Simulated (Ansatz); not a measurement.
Consider the cleavage of the B–Si bond: `CSB(F)[SiH3]` + H–F → `CSB(F)F` + SiH₄.

Computed with Ansatz on PBE0-D4/def2-TZVP structures; ΔE is electronic, products minus reactants. CCSD(T)/CBS adds triple-zeta CCSD(T) − MP2 to the extrapolated MP2 energy (def2 sets, frozen cores). This one scheme is used for every species. DFT in def2-TZVPP. One conformer a species, not always the lowest.

| level | ΔE (kcal/mol) |
| --- | --- |
| PBE-D4 | -35.0 |
| r2SCAN-D4 | -39.5 |
| ωB97X-V | -39.5 |
| ωB97M-V | -40.2 |
| B2PLYP | -41.1 |
| HF/def2-TZVPP | -47.6 |
| CCSD/def2-TZVPP | -40.1 |
| SCS-MP2/def2-QZVPP | -39.8 |

Q: What does CCSD(T)/CBS give? (Estimate.)

A: Computed: -37.3 kcal/mol. The listed levels differ from it by 2.3, -2.2, -2.2, -2.9, -3.8, -10.3, -2.8, -2.5 kcal/mol.

Largest T1 diagnostic among the species: 0.014.

From PBE to PBE0 (25 % exact exchange), in def2-TZVPP and without D4, ΔE moves by −1.4 kcal/mol. The D4 term adds +2.4 kcal/mol with B3LYP and +1.4 kcal/mol with PBE0; it sums over pairs of atoms, weighted by their polarisabilities, and B3LYP, whose exchange is more repulsive, gets the larger term. In def2-TZVPP, CCSD(T) changes the Hartree–Fock value by +8.8 kcal/mol (the triples alone add +1.3 kcal/mol) and MP2 by +8.5 kcal/mol.

B3LYP here is the variant with VWN-RPA as its local correlation; programs differ in this.
